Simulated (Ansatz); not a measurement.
`[CH3][InH][PH2]` + HCl → `[CH3][InH][Cl]` + PH₃ at 700 K and 1 bar (cleavage of the In–P bond).

Gas-phase electronic energies from Ansatz, PBE0-D4/def2-TZVP geometries. CCSD(T)/CBS adds triple-zeta CCSD(T) − MP2 to the extrapolated MP2 energy (def2 sets, frozen cores). This one scheme is used for every species. def2 core potentials past Kr. For In outer-core shells are correlated without core-valence functions, which leaves a few kJ/mol of doubt a bond. Each species was taken in one conformer, which may not be the lowest.

```json
{"species": "`[CH3][InH][PH2]`", "CCSD(T)/CBS energy (Eh)": "-572.40253", "H − E (kJ/mol)": "224.4", "S (J/(mol·K))": "467.8"}
{"species": "HCl", "CCSD(T)/CBS energy (Eh)": "-460.38127", "H − E (kJ/mol)": "38.4", "S (J/(mol·K))": "211.8"}
{"species": "`[CH3][InH][Cl]`", "CCSD(T)/CBS energy (Eh)": "-690.09240", "H − E (kJ/mol)": "169.2", "S (J/(mol·K))": "423.9"}
{"species": "PH₃", "CCSD(T)/CBS energy (Eh)": "-342.72256", "H − E (kJ/mol)": "91.5", "S (J/(mol·K))": "248.3"}
```

H − E and S are ideal-gas, rigid-rotor, harmonic terms from PBE0-D4/def2-TZVP, for one conformer and one mirror image of each species. 1 Eh = 2625.50 kJ/mol, R = 8.31446 J/(mol·K).

Task: By hand: ΔE, ΔH, ΔS and ΔG.

Result: ΔE = (-690.09240) + (-342.72256) − (-572.40253) − (-460.38127) = -0.03116 Eh = -81.8 kJ/mol. Δ(H − E) = 169.2 + 91.5 − 224.4 − 38.4 = -2.1, so ΔH = -83.9 kJ/mol. ΔS = 423.9 + 248.3 − 467.8 − 211.8 = -7.4 J/(mol·K). ΔG = -83.9 − 700 × (-7.4)/1000 = -78.7 kJ/mol.

Task: By hand: the equilibrium constant, and the temperature at which ΔG would vanish if ΔH and ΔS stayed fixed.

Result: log₁₀ K = −ΔG/(RT ln 10) = 5.9. ΔG = 0 at ΔH/ΔS = 11338 K, far beyond where these terms or the molecules hold.

The number of gas molecules stays the same, so ΔS is small and ΔH decides. A doubt of 5 kJ/mol in ΔE shifts log₁₀ K by 0.4 here. Other conformers and mirror images would add mixing entropy, several J/(mol·K) or more a flexible species. Modes under 60 cm⁻¹, often nearly free rotors, make the harmonic entropy too high. These are equilibria of isolated gas molecules and say nothing of rates. Largest T1 diagnostic: 0.013 (customary marks: 0.02 for closed shells, 0.045 for open ones).
